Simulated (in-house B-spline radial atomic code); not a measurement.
## Ionising In⁺ with different functionals

Computed with a radial B-spline atomic code at the basis-set limit: scalar-relativistic (spin-free X2C) Hamiltonian, Fermi nucleus of rms radius 4.6156 fm, spin-polarised at highest spin, spherical fractional occupations for the functionals, the average over the highest-spin determinants for Hartree-Fock. The ionisation energy is the difference of two self-consistent energies, [Kr] 4d10 5s2 → [Kr] 4d10 5s1, without Breit or QED terms; ε is the level of the shell that loses the electron (its least bound occupied spin orbital). There is no spin-orbit coupling in this Hamiltonian.

```json
{"method": "Hartree-Fock", "rung": "Hartree-Fock", "ΔSCF (eV)": "17.01", "-ε(5s) (eV)": "17.29"}
{"method": "HF fractional", "rung": "Hartree-Fock", "ΔSCF (eV)": "17.01", "-ε(5s) (eV)": "17.29"}
{"method": "LDA VWN5", "rung": "LDA", "ΔSCF (eV)": "19.40", "-ε(5s) (eV)": "15.29"}
{"method": "LDA PW92", "rung": "LDA", "ΔSCF (eV)": "19.40", "-ε(5s) (eV)": "15.29"}
{"method": "LDA exchange-only", "rung": "LDA", "ΔSCF (eV)": "18.05", "-ε(5s) (eV)": "14.11"}
{"method": "PBE", "rung": "GGA", "ΔSCF (eV)": "18.97", "-ε(5s) (eV)": "14.92"}
{"method": "PBEsol", "rung": "GGA", "ΔSCF (eV)": "18.97", "-ε(5s) (eV)": "14.97"}
{"method": "BLYP", "rung": "GGA", "ΔSCF (eV)": "19.11", "-ε(5s) (eV)": "14.94"}
{"method": "RPBE", "rung": "GGA", "ΔSCF (eV)": "18.81", "-ε(5s) (eV)": "14.77"}
{"method": "PW91", "rung": "GGA", "ΔSCF (eV)": "19.06", "-ε(5s) (eV)": "15.00"}
{"method": "BP86", "rung": "GGA", "ΔSCF (eV)": "19.14", "-ε(5s) (eV)": "15.13"}
{"method": "AM05", "rung": "GGA", "ΔSCF (eV)": "18.93", "-ε(5s) (eV)": "14.93"}
{"method": "OLYP", "rung": "GGA", "ΔSCF (eV)": "18.62", "-ε(5s) (eV)": "14.55"}
{"method": "TPSS", "rung": "meta-GGA", "ΔSCF (eV)": "18.69", "-ε(5s) (eV)": "14.80"}
{"method": "SCAN", "rung": "meta-GGA", "ΔSCF (eV)": "18.80", "-ε(5s) (eV)": "15.27"}
{"method": "r2SCAN", "rung": "meta-GGA", "ΔSCF (eV)": "18.69", "-ε(5s) (eV)": "15.11"}
{"method": "revTPSS", "rung": "meta-GGA", "ΔSCF (eV)": "18.66", "-ε(5s) (eV)": "14.81"}
{"method": "PBE0", "rung": "global hybrid", "ΔSCF (eV)": "18.66", "-ε(5s) (eV)": "15.73"}
{"method": "B3LYP", "rung": "global hybrid", "ΔSCF (eV)": "19.03", "-ε(5s) (eV)": "15.75"}
{"method": "TPSSh", "rung": "global hybrid", "ΔSCF (eV)": "?", "-ε(5s) (eV)": "?"}
{"method": "BHandHLYP", "rung": "global hybrid", "ΔSCF (eV)": "18.55", "-ε(5s) (eV)": "16.55"}
{"method": "r2SCAN0", "rung": "global hybrid", "ΔSCF (eV)": "18.54", "-ε(5s) (eV)": "15.92"}
{"method": "B97-1", "rung": "global hybrid", "ΔSCF (eV)": "18.89", "-ε(5s) (eV)": "15.55"}
{"method": "HSE06", "rung": "range-separated hybrid", "ΔSCF (eV)": "18.71", "-ε(5s) (eV)": "15.40"}
{"method": "wB97X", "rung": "range-separated hybrid", "ΔSCF (eV)": "?", "-ε(5s) (eV)": "?"}
{"method": "CAM-B3LYP", "rung": "range-separated hybrid", "ΔSCF (eV)": "18.93", "-ε(5s) (eV)": "17.16"}
{"method": "LC-wPBE", "rung": "range-separated hybrid", "ΔSCF (eV)": "18.42", "-ε(5s) (eV)": "18.15"}
```

What does wB97X give?

ΔSCF 18.81 eV, and -ε(5s) = 18.05 eV.

What does TPSSh give?

ΔSCF 18.60 eV, and -ε(5s) = 15.14 eV.

Among the functionals, which spreads more, the ΔSCF values or the orbital energies?

The orbital energies: ΔSCF values span about 1.35 eV and the orbital energies 4.05 eV.

How do they compare with the NIST value?

NIST lists 18.870 eV (measured, ground level to ground level). Errors run from -1.86 to +0.53 eV; B97-1 is closest (+0.02 eV), but part of that can be cancellation, since the calculations leave out Breit-QED terms. Hartree-Fock also lacks correlation.
